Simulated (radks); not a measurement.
Results of a calculation; reference values are marked as such.
Numerical settings for the boron ion B2+, [He] 2s1. Level of theory: non-relativistic Kohn-Sham, PBE, spin-polarised, spherical densities, point nucleus; open shells are filled with parallel spins first (a radial shooting solver on a logarithmic mesh with Libxc functionals). The defaults (mesh step 0.008 in ln r, mesh end at 40 bohr or more with all orbitals vanishing there, Anderson mixing 0.5 over 9 steps, residual threshold near 1e-9 with the energy settled to 1e-9 hartree or 1e-11 of itself, here a cap of 92 iterations) give E = -23.3892 hartree and 2s at -32.656 eV in 13 iterations. Run on one thread of a shared host, so times are rough (Arm Neoverse V2): 0.04 s of CPU time, 0.04 s wall, 13 iterations on 2476 mesh points. Changes against that run (0 stands for a change within the tolerance of the run):

setting,iterations,converged,E (mhartree),e(2s) (meV),CPU (s)
mesh step in ln r 0.003,15,yes,0,0,0.12
mesh step in ln r 0.03,13,yes,0,0,0.02
mesh step in ln r 0.08,92,no,-1.26e+03,-,0.1
mesh end (bohr) 1,13,level above zero,+8.94e+03,+2.47e+05,0.03
mesh end (bohr) 2,13,yes,+719,+2.21e+04,0.04
residual threshold 0.01,8,yes,0,-0.107,0.03
residual threshold 0.001,8,yes,0,-0.107,0.03
mixing 2.5,16,yes,0,0,0.05
"linear mixing, mixing 0.8",17,yes,0,0,0.05
"linear mixing, mixing 0.5",34,yes,0,0,0.09
mixing history 2,20,yes,0,0,0.06
iteration cap 2,2,no,+27.4,-9.62e+03,0.01

Settled on a wrong energy, with an occupied level pushed above zero by the early mesh end: mesh end (bohr) 1 (+8.94 hartree). Apart from these: settings that end as converged yet miss the energy by more than 1 mhartree: mesh end (bohr) 2 (+0.719 hartree). A mesh that ends early acts as a hard wall.
